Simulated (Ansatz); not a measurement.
Ansatz results at the PBE0-D4/def2-TZVP geometry: LUMO energy (B3LYP/def2-TZVPP) -0.34 eV; HOMO energy (PBE0/def2-TZVPP) -8.47 eV; LUMO energy (PBE/def2-TZVPP) -0.91 eV.

Each molecule was computed in one conformer, which needn't be the lowest.

Question: Which molecule gave them?
A. `[F][Ge]([F])([Cl])[Br]`
B. `[F][GeH2][O][SiH3]`
C. `[OH][GeH]([F])[GeH3]`
D. `[F][Ge]([F])([SH])[SH]`

Answer: C. The others give `[F][Ge]([F])([SH])[SH]`: -1.60, -8.44, -2.28; `[F][GeH2][O][SiH3]`: -0.37, -8.86, -1.04; `[F][Ge]([F])([Cl])[Br]`: -2.46, -9.57, -3.11.

B3LYP here is the variant with VWN-RPA as its local correlation; programs differ in this.
